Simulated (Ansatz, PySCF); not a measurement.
This PySCF input computes a BLYP/def2-TZVPD energy:

```python
from pyscf import gto, scf, dft

mol = gto.M(
    atom='''
    Bi   -1.03861121    0.00000000   -0.00000000
    I     0.81325217    0.00000000   -2.28329606
    I     0.81325217    0.00000000    2.28329606
    ''',
    basis='def2-tzvpd',
    ecp='def2-tzvp',
    charge=-1,
    spin=0,
    verbose=4,
)

mf = dft.RKS(mol, xc='blyp').density_fit(auxbasis='def2-universal-jkfit')
mf.grids.level = 3
mf.conv_tol = 1e-9
mf.max_cycle = 100
mf.max_memory = 1500
mf.kernel()
if not mf.converged:
    mf = mf.newton()
    mf.kernel(mf.make_rdm1())
mf.analyze()
```

**Question.** Write an input for the same energy in Ansatz (a program for electronic structure) and say what it gives.

**Answer.** 
Ansatz 0.2 input:
```yaml
crystal:
  periodic: [false, false, false]
  atoms:
    - {symbol: Bi, position_ang: [-1.03861121, 0.00000000, -0.00000000]}
    - {symbol: I, position_ang: [0.81325217, 0.00000000, -2.28329606]}
    - {symbol: I, position_ang: [0.81325217, 0.00000000, 2.28329606]}
basis:
  gaussian:
    orbitals: def2-TZVPD
hamiltonian:
  xc: {name: BLYP}
total_charge: -1
output: {forces: true}
```
It gives -810.08287 Eh, and PySCF -810.08293 Eh, a difference of 0.06 mEh, from the treatment of integrals and grids.
